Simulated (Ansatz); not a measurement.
Total energies of `CO[Si](N)(O)F`.

```xyz
12

C    -1.6292    0.4248    1.1377
O    -0.8885    0.4770   -0.0638
Si    0.4715   -0.3500   -0.3580
N     1.2289    0.0889   -1.8042
O     1.4286   -0.1280    0.9428
F     0.1290   -1.8998   -0.5182
H    -2.1214   -0.5459    1.2529
H    -2.3948    1.2009    1.0967
H    -0.9893    0.6033    2.0064
H     0.9532   -0.3553   -2.6645
H     1.5256    1.0383   -1.9574
H     2.2864   -0.5543    0.9296
```

The species carries charge 0 and has multiplicity 1. All single points use the PBE0-D4/def2-TZVP geometry. It is one conformer, not always the lowest. Basis def2-TZVPP, Ansatz 0.2.0.

RPA on PBE orbitals: Hartree–Fock energy of these orbitals -634.22612 Eh, correlation -1.90545 Eh (frozen core).

```json
{"functional": "PBE", "energy without D4 (Eh)": "-636.09341", "D4 term (kJ/mol)": "-24.4"}
{"functional": "revPBE", "energy without D4 (Eh)": "-636.43459", "D4 term (kJ/mol)": "-77.3"}
{"functional": "BLYP", "energy without D4 (Eh)": "-636.54744", "D4 term (kJ/mol)": "-54.0"}
{"functional": "r2SCAN", "energy without D4 (Eh)": "-636.43432", "D4 term (kJ/mol)": "-6.1"}
{"functional": "B3LYP", "energy without D4 (Eh)": "-636.65079", "D4 term (kJ/mol)": "-39.1"}
{"functional": "r2SCANh", "energy without D4 (Eh)": "-636.41440", "D4 term (kJ/mol)": "-6.4"}
{"functional": "r2SCAN0", "energy without D4 (Eh)": "-636.38587", "D4 term (kJ/mol)": "-7.1"}
{"functional": "HSE06 (plane-wave form)", "energy without D4 (Eh)": "-636.11226", "D4 term (kJ/mol)": "-19.0"}
{"functional": "BHLYP", "energy without D4 (Eh)": "-636.46737", "D4 term (kJ/mol)": "-28.6"}
{"functional": "CAM-B3LYP", "energy without D4 (Eh)": "-636.52610", "D4 term (kJ/mol)": "-20.6"}
{"functional": "LC-ωPBE", "energy without D4 (Eh)": "-636.34001", "D4 term (kJ/mol)": "–"}
{"functional": "ωB97M-V", "energy without D4 (Eh)": "-636.50166", "D4 term (kJ/mol)": "–"}
{"functional": "B2PLYP", "energy without D4 (Eh)": "-636.28404", "D4 term (kJ/mol)": "–"}
{"functional": "PBE-QIDH", "energy without D4 (Eh)": "-636.01485", "D4 term (kJ/mol)": "–"}
```

**Question.** Give the same for LDA (SPW92), B97M-V, PBE0, ωB97X-V. (An estimate is asked.)

**Answer.** Computed: 
| functional | energy without D4 (Eh) | D4 term (kJ/mol) |
| --- | --- | --- |
| LDA (SPW92) | -632.93177 | – |
| B97M-V | -636.46205 | – |
| PBE0 | -636.13458 | -20.5 |
| ωB97X-V | -636.46721 | – |

B3LYP takes the VWN-RPA correlation (the form of Gaussian; ORCA's B3LYP/G). HSE06 is the plane-wave form, built on full-range PBE exchange. The double hybrids freeze the cores in their second-order part.

LC-ωPBE has ω = 0.4 bohr⁻¹.
